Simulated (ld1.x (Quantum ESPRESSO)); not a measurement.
**sulfur (S): one change to an ultrasoft potential, before and after**

sulfur, ultrasoft, made with ld1.x (Quantum ESPRESSO) 7.5 (LDA (PZ), scalar-relativistic). Core [Ne], reference 3s2 3p4. Waves: 3s (bound): rcut 1.00, rcutus 1.20 bohr; 3s channel at 0.1 Ry: rcut 1.00, rcutus 1.20 bohr; 3p (bound): rcut 1.25, rcutus 1.40 bohr; 3p channel at 0.15 Ry: rcut 1.25, rcutus 1.40 bohr. Local part: all-electron potential smoothed inside 1.25 bohr (lloc = -1). Core correction: a·sin(br)/r model core inside 1.05 bohr. Augmentation charge: PSQ, radius 1.10 bohr.

All-electron outer shells of the reference configuration (LDA (PZ), scalar-relativistic, ld1.x):

| shell | level (eV) | outermost node (bohr) | outermost maximum (bohr) |
| --- | --- | --- | --- |
| 2s | -210.79 | 0.13 | 0.39 |
| 2p | -156.52 | – | 0.33 |
| 3s | -17.28 | 0.60 | 1.40 |
| 3p | -7.11 | 0.58 | 1.59 |

Change: local potential all-electron potential smoothed inside 1.18 bohr (lloc = -1).

Cutoffs: the cutoffs (Ry, on a coarse ladder) from which the occupation-weighted sum of valence levels, in a spherical-Bessel basis at the reference potential, stays within 10 and 1 mRy of its value at 400 Ry; they do not see the model core or the augmentation charge, which bear on the density cutoff. Errors are all-electron minus pseudo energies relative to the spin-unpolarised reference configuration.

Question: How do hardness, ghosts and transferability respond?

Answer: The potential gets harder (15 Ry and 50 Ry → 30 Ry and 50 Ry); both files keep a bound ghost (s); the errors of the 9 common tests hardly move.

| quantity | base | changed |
| --- | --- | --- |
| cutoff, loose | 15 Ry | 30 Ry |
| cutoff, tight | 50 Ry | 50 Ry |
| loose cutoff by channel (10 mRy a level) | s 10 Ry, p 10 Ry | s 30 Ry, p 10 Ry |
| bound ghosts | s | s |
| error for 3s2 3p3, meV [ΔE 11.86 eV] | -0.2 | -0.2 |
| error for 3s2 3p2, meV [ΔE 34.24 eV] | +2.9 | +3.0 |
| error for 3s2 3p1, meV [ΔE 68.39 eV] | +16 | +16 |
| error for 3s0 3p6, meV [ΔE 20.61 eV] | -1.0 | -1.0 |
| error for 3s1 3p5, meV [ΔE 10.24 eV] | -0.5 | -0.5 |
| error for 3s2 3p4.3, meV [ΔE -1.74 eV] | +0.2 | +0.2 |
| error for 3s1 3p4, meV [ΔE 22.66 eV] | -2.7 | -2.7 |
| error for 3s2 3p4 (spin-polarised), meV [ΔE -0.71 eV] | +19 | +19 |
| error for 3s2 3p3 (spin-polarised), meV [ΔE 9.90 eV] | +55 | +55 |
| s: phases at 1.54 bohr within 0.05 rad from the reference energy up to (Ry; the scan ends near 5) | to the end of the scan | to the end of the scan |
| p: phases at 1.54 bohr within 0.05 rad from the reference energy up to (Ry; the scan ends near 5) | to the end of the scan | to the end of the scan |
| lowest overlap eigenvalue by channel | s 0.59, p 0.74 | s 0.59, p 0.74 |

 A true bound ghost makes a file unfit for plane-wave use even where its test errors are small: the radial tests pick states by their node count and pass the ghost by.
